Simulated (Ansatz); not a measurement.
Input file for Ansatz (a program for electronic structure): R-B3LYP/def2-TZVPP on CH5AlS (SMILES [CH3][AlH][SH]), a point of a torsion scan.

Ansatz 0.2 input:
```yaml
crystal:
  periodic: [false, false, false]
  atoms:
    - {symbol: C, position_ang: [-1.39623921, -0.17636799, 0.07539436]}
    - {symbol: Al, position_ang: [0.38718627, 0.65658157, -0.12632668]}
    - {symbol: S, position_ang: [1.50192181, 1.58771851, 1.52273505]}
    - {symbol: H, position_ang: [-2.21150563, 0.47770030, -0.25338878]}
    - {symbol: H, position_ang: [-1.49527954, -1.10249562, -0.50061392]}
    - {symbol: H, position_ang: [-1.59886604, -0.42408783, 1.12546578]}
    - {symbol: H, position_ang: [1.17408676, 0.72555039, -1.45072290]}
    - {symbol: H, position_ang: [2.45996360, 1.95617007, 0.67250374]}
basis:
  gaussian:
    orbitals: def2-TZVPP
hamiltonian:
  xc: {name: B3LYP}
scf: {lower_state_search: off}
```

Program output:

```
WARN ansatz: RAYON_NUM_THREADS=2 ignored (pool sized by the plan → 2); use --threads N
Functional definition: B3LYP
these checks for a lower state are left out or cut short: stability, starts, cluster_reference, orbital_swaps, neighbouring_geometries, increment
integrals: 0.09 GiB planned
1064 factors; their error is unknown
mean field: 0.80 GiB planned
mean field evaluation 1: about -18546.7271 eV, gradient 5.8e1 eV
mean field evaluation 2: about -18541.4643 eV, gradient 6.7e1 eV
mean field evaluation 4: about -18554.4106 eV, gradient 2.9e0 eV
mean field evaluation 8: about -18554.4287 eV, gradient 3.3e-2 eV
mean field evaluation 16: about -18554.4368 eV, gradient 1.0e-5 eV
mean field -18554.43683940 eV, -681.8629771988 hartree, gradient 6.7e-6 eV, S^2 0.000000; 0 other end points of the search recorded, 0 dependent functions left out
reference -18554.43710477 eV, -681.8629869510 hartree; 20, 20 occupied and 165, 165 virtual orbitals, 1064 factors
Total energy: -18554.43710477 eV, -681.8629869510 hartree
Checks for a lower state left out: stability, starts, cluster_reference, orbital_swaps, neighbouring_geometries, increment
```

Self-consistency was reached.

Cost: roughly 4 core-seconds.
